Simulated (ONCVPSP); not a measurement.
**Cutoff test, Nb, ONCV**

```
Element                 : niobium
Generator               : ONCVPSP 4.0.1
Type                    : optimised norm-conserving Vanderbilt (ONCV)
Functional              : PBE
Relativity              : scalar-relativistic
Frozen core             : [Ar] 3d10
Valence charge          : 13
Reference configuration : 4s2 4p6 4d4 5s1
Partial waves           : 4s+5s: rc 1.60 bohr, ncon 4, nbas 8, qcut 6.7 1/bohr, 2 projectors; 4p: rc 1.90 bohr, ncon 4, nbas 7, qcut 8.6 1/bohr, 2 projectors, debl 2.8 Ha; 4d: rc 2.70 bohr, ncon 4, nbas 9, qcut 5.7 1/bohr, 3 projectors, debl 0.3 Ha
Local potential         : polynomial inside 1.05 bohr (lpopt 4, dvloc0 4 Ha)
Core correction         : none
```

**Question.** For each optimised wave give the share of its norm inside rc, the residual kinetic energy above qcut (Ha) and the cutoffs (Ha) for errors of 10, 1, 0.1 and 0.01 mHa per electron.

**Answer.**

| wave | norm inside rc | residual KE | 10 mHa | 1 mHa | 0.1 mHa | 0.01 mHa |
| --- | --- | --- | --- | --- | --- | --- |
| 4s | 0.866 | 6.2e-05 | 14.3 | 18.3 | 22.0 | 62.3 |
| 5s | 0.037 | 2.1e-05 | 10.2 | 16.0 | 20.0 | 26.5 |
| 4p | 0.890 | 4.7e-08 | 8.1 | 14.4 | 22.5 | 27.2 |
| p projector 2 | 0.118 | 8.4e-08 | 8.1 | 17.9 | 25.1 | 29.8 |
| 4d | 0.741 | 6.8e-07 | 8.8 | 11.2 | 13.1 | 14.6 |
| d projector 2 | 0.116 | 4.2e-07 | 7.5 | 10.4 | 12.7 | 14.3 |
| d projector 3 | 0.089 | 1.1e-06 | 8.0 | 10.8 | 13.1 | 14.9 |

The occupied waves need 18 Ha and 23 Ha for 1 and 0.1 mHa. 1 of 4 tests not solved or not reliable.
